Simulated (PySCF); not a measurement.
C₄H₇FOSi₂ (charge -1 and doublet state).
Z-matrix (Å and degrees, GFN2-xTB geometry), rows numbered from 1:
```
F 
C   1  1.3684
C   2  1.4000  1  125.18
Si  3  1.8646  2  129.92  1    28.04
Si  4  2.3161  3  132.25  2    75.58
O   3  1.3969  2  105.49  1   179.97
C   6  1.3735  3  108.15  2     1.90
C   7  1.3704  6  110.66  3    -0.94
H   4  1.4928  3  102.34  2  -161.25
H   4  1.4852  3  102.81  2   -51.17
H   5  1.4818  4  110.40  3   -63.04
H   5  1.4999  4  132.34  3   172.80
H   5  1.4837  4  109.53  3    50.36
H   7  1.0723  6  117.05  3  -179.73
H   8  1.0742  2  127.59  1    -0.43
```

The hyperfine couplings belong to this conformer and change with its torsions.

Identity: `FC1=C([SiH2][SiH3])O[CH][CH-]1` [radical] (charge -1).

Theory: UKS B3LYP, pcH-1 on C F H O Si, non-relativistic, mean-field spin-orbit, GIAO (PySCF 2.14.0). Whether the extra electron is bound in the gas phase wasn't checked; a finite basis holds it in any case. Couplings are sensitive to structure, and on GFN2-xTB geometries they can be far from those on DFT ones, by a factor of two or more for some ions and for spin on atoms past the first row. No stability test was run, so a lower SCF solution isn't excluded.

Question: What are g_iso and the isotropic 29Si coupling of Si4?

Answer: g_iso = 2.00394 and a = -293.05 MHz, or -10.448 mT (Mulliken spin population +0.34). 29Si makes up about 4.7 % of the natural element, so this concerns labelled samples or satellites.

Question: Take this nucleus alone (I = 1/2, g_N = -1.1106) with S = 1/2. Where do its 2 lines fall at 3.582 GHz to first order, to second order and exactly?

Answer: First order: B = B0 − a·mI with B0 = 127.711 mT. Second order subtracts a²[I(I+1) − mI²]/(2B0). The exact fields come from the Breit–Rabi levels of H = g μB B Sz − g_N μN B Iz + a S·I.

```
  mI  first order (mT)  second order (mT)  exact (mT)  exact − first order
−1/2           122.487            122.273     122.264               -0.223
+1/2           132.935            132.722     132.730               -0.205
```

Question: Give the zero-field levels of this pair of spins.

Answer: F = I ± 1/2 = 1 and 0, at a·I/2 = -73.3 MHz and −a(I+1)/2 = +219.8 MHz, that is |a|(I + 1/2) = 293.0 MHz apart; F = 1 lies lower.

Other couplings of abundant isotopes, left aside here: 3 × 1H 39 MHz, 1 × 19F 16 MHz, 1 × 1H 16 MHz, 2 × 1H 6 MHz, 1 × 1H 4 MHz.

Class means assume fast exchange of nuclei equivalent by connectivity; if that motion is slow, each nucleus keeps its own coupling. The three 1H nuclei of mean +38.7 MHz run from -10.3 to 134.2 MHz in the frozen geometry. The 1H value of -5.6 MHz is a mean of couplings from -9.2 to -2.0 MHz in this one geometry, not an average over conformers.

On an Arm Neoverse V2 with one thread, shared host, this took 2.0 min wall (with the writing of density and orbital grids) and 1.1 GiB of memory at its peak.

The SMILES draws the unpaired electron on C7; the largest computed Mulliken spin population is on Si4 (0.34 against 0.22).
